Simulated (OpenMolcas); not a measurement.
## Ar5+: the spin-orbit constant, worked from levels

```
Program             : OpenMolcas
Basis               : ANO-RCC [8s7p5d4f2g]
Scalar Hamiltonian  : DKH2, point nucleus
Active space        : 1 electron in 9 orbitals (RAS2 3p; RAS3 3d 4s, at most 1 electron)
State averaging     : 2S+1 = 2 odd, 3 roots; 2S+1 = 2 even, 5 roots
Spin-orbit coupling : state interaction with AMFI integrals over the reference wave functions, term energies averaged over their components
```

Methods: RASSCF; SS-RASPT2, IPEA 0.25 Eh, imaginary shift 0.1 Eh (closed shells correlated: 2s 2p 3s). Measured levels: Saloman, J. Phys. Chem. Ref. Data 39, 033101 (2010).

**The spin-orbit constant.** For the Hund term ²P° of p1, E(J) = (A/2) J(J+1) + constant and ζ = 2S·A = A. From J = 1/2 to J = 3/2 the energy changes by 1.5 A.

```csv
Source,E(3/2) - E(1/2),A,ζ
RASSCF,2082.4,1388.3,1388
SS-RASPT2,2082.4,1388.3,1388
measured,2207.9,1471.9,1472
```

All in cm-1. SS-RASPT2 is off by -5.7 % and RASSCF by -5.7 %. Both methods take the spin-orbit matrix elements from the reference wave functions, so the second can move ζ only through the term energies and any multistate remixing.

Over all roots computed the reference weight is 0.91 to 0.97 in SS-RASPT2; the roots of lowest weight are the least certain, and an intruder state may touch them. With one active electron the reference holds no correlation, so core polarisation is missing (holds for RASSCF). With one active electron, CASPT2 adds the correlation within the correlated inactive shells and between them and that electron, and leaves the splitting within a term as the reference gives it (holds for SS-RASPT2). Measured partners are found by configuration, term and J. A level has none where our copy of the source lacks it or the pairing is in doubt (some pairs that miss far off the trend of their configuration count as doubtful), and it then counts in no deviation. Levels of configurations outside the active space are missing.

° marks odd parity.
